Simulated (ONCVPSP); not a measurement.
## Which change was made? (Bi, ONCV)

bismuth, optimised norm-conserving Vanderbilt (ONCV), made with ONCVPSP 4.0.1 (revPBE, scalar-relativistic). Core [Xe] 4f14, reference 5d10 6s2 6p3. Waves: 6s: rc 1.90 bohr, ncon 4, nbas 8, qcut 2.7 1/bohr, 2 projectors, debl 1.5 Ha; 6p: rc 2.25 bohr, ncon 4, nbas 7, qcut 3.3 1/bohr, 2 projectors, debl 3.1 Ha; 5d: rc 1.10 bohr, ncon 3, nbas 7, qcut 8.2 1/bohr, 3 projectors, debl 2.4 Ha. Local part: polynomial inside 0.70 bohr (lpopt 2, dvloc0 0 Ha). Core correction: Teter function, fcfact 2.75, rcfact 1.6.

Cutoffs, loose and tight: the cutoffs (Ha) at which the residual kinetic energy of the hardest occupied pseudo-wave falls to 1 and 0.1 mHa per electron. They do not see the model core or the augmentation charge, which bear on the density cutoff. Test errors are all-electron minus pseudo excitation energies from the reference, over the configurations 5d10 6s2 6p2; 5d10 6s2 6p1; 5d10 6s2 6p0; 5d9 6s2 6p3; variants that change the core or the reference have their own tests.

The base gives: outcome: generated; cutoff, loose: 38 Ha; cutoff, tight: 71 Ha; bound ghosts: s, p; GHOST(+) flags above zero: s, d; largest test error (meV): -149.

**Question.** After one change the result is: outcome: generated; bound ghosts: s, p, d; GHOST(+) flags above zero: s, d; largest test error (meV): -161. Which change was it?
A. s: rc 2.12
B. core correction none
C. d: rc 0.84

**Answer.** C. The others give: s: rc 2.12 → outcome: generated; cutoff, loose: 32 Ha; cutoff, tight: 71 Ha; bound ghosts: s, p; GHOST(+) flags above zero: s, d; largest test error (meV): -134 | core correction none → outcome: generated; cutoff, loose: 38 Ha; cutoff, tight: 71 Ha; bound ghosts: s, p; GHOST(+) flags above zero: s, d; largest test error (meV): -115.
